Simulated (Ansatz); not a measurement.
Molecule: C4H10N, charge 0, multiplicity 2. It need not be the lowest isomer of its formula. 
Coordinates optimised at B3LYP-D3(BJ)/def2-TZVP (Ansatz, a program for electronic structure):
```xyz
15

C     -0.5226     1.4138    -0.5471
C     -0.4763    -0.0086    -0.1091
C     -1.7611    -0.7376     0.0771
C      0.7365    -0.5146     0.6026
N      1.9810    -0.1230    -0.0679
H      0.4708     1.7841    -0.7963
H     -0.9232     2.0608     0.2515
H     -1.1822     1.5470    -1.4090
H     -1.6142    -1.8187     0.1333
H     -2.4632    -0.5264    -0.7337
H     -2.2685    -0.4375     1.0095
H      0.6365    -1.6009     0.7442
H      0.7777    -0.0828     1.6176
H      2.0542    -0.5868    -0.9664
H      2.7857    -0.3959     0.4831
```
Charge 0, spin multiplicity 2.

Parts of the frozen-core correlation energy in 6-31G* (Ansatz, hartree). Frozen orbitals: 5; correlated occupied orbitals by spin: 16 and 15; virtual: 74 and 75. UHF or UKS for open shells. No spin-orbit coupling. No relativistic terms.

```tsv
term	value
reference (HF)	-211.69180
MP2 opposite-spin	-0.50433
MP2 same-spin	-0.16068
CCSD correlation	-0.72785
(T)	-0.01986
T1 diagnostic	0.010
largest doubles amplitude	0.018
<S^2> of the reference	0.764
```
